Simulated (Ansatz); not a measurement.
```xyz
3

H     0.0000    0.0000   -1.2320
Be    0.0000    0.0000    0.0000
H     0.0000    0.0000    1.2320
```

Basis set: cc-pVDZ (spherical functions). All electrons are correlated. Charge 0, multiplicity 1.

Computed with Ansatz (development build ahead of 0.2.0); each method stands on the lowest determinant of its kind that the runs found. Restricted open shells among the atoms or ions are ROHF, correlated in semicanonical orbitals with singles.

Problem. Give the atomization energy at this shape (free ground-state atoms in the same class of orbitals less the molecule, no zero-point energy) of singlet BeH2 by RHF-MP2, RHF.

Solution.

```json
{"method": "RHF-MP2", "atomization energy": "5.84 eV"}
{"method": "RHF", "atomization energy": "5.13 eV"}
```

Caution: the shape is not the minimum.
